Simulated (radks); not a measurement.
Species: the cobalt ion Co+. Configuration: [Ar] 3d8. Calculated with a radial shooting solver on a logarithmic mesh with Libxc functionals: non-relativistic Kohn-Sham, r2SCAN, spin-polarised, spherical densities, point nucleus; open shells are filled with parallel spins first; meta-GGA in the generalised Kohn-Sham scheme; hard spherical wall at 5 bohr.

Normalised radial functions P(r) = r R(r), r in bohr:

| r | 3p up | 3d up |
|---|---|---|
| 0.004487 | 0.0041 | 0.0000 |
| 0.00575 | 0.0066 | 0.0000 |
| 0.007368 | 0.0106 | 0.0001 |
| 0.009518 | 0.0172 | 0.0001 |
| 0.0122 | 0.0272 | 0.0003 |
| 0.01563 | 0.0426 | 0.0006 |
| 0.02019 | 0.0669 | 0.0012 |
| 0.02587 | 0.1018 | 0.0025 |
| 0.03315 | 0.1515 | 0.0049 |
| 0.04283 | 0.2221 | 0.0097 |
| 0.05488 | 0.3101 | 0.0185 |
| 0.07033 | 0.4134 | 0.0344 |
| 0.09085 | 0.5217 | 0.0632 |
| 0.1164 | 0.5997 | 0.1098 |
| 0.1492 | 0.6088 | 0.1824 |
| 0.1927 | 0.4936 | 0.2913 |
| 0.247 | 0.2274 | 0.4308 |
| 0.3165 | -0.1769 | 0.5933 |
| 0.4088 | -0.6537 | 0.7609 |
| 0.5238 | -1.0293 | 0.8863 |
| 0.6713 | -1.1849 | 0.9372 |
| 0.8671 | -1.0733 | 0.8931 |
| 1.111 | -0.7890 | 0.7751 |
| 1.424 | -0.4699 | 0.6165 |
| 1.839 | -0.2150 | 0.4448 |
| 2.357 | -0.0759 | 0.2930 |
| 3.021 | -0.0190 | 0.1677 |
| 3.902 | -0.0028 | 0.0707 |
| 5 | 0.0000 | 0.0000 |

3p up: eigenvalue -70.813 eV, 1 radial node at r = 0.286 bohr, <r> = 0.828 bohr, 90 % of the charge inside 1.28 bohr. 3d up: eigenvalue -12.792 eV, 0 radial nodes, <r> = 1.09 bohr, 90 % of the charge inside 1.94 bohr.
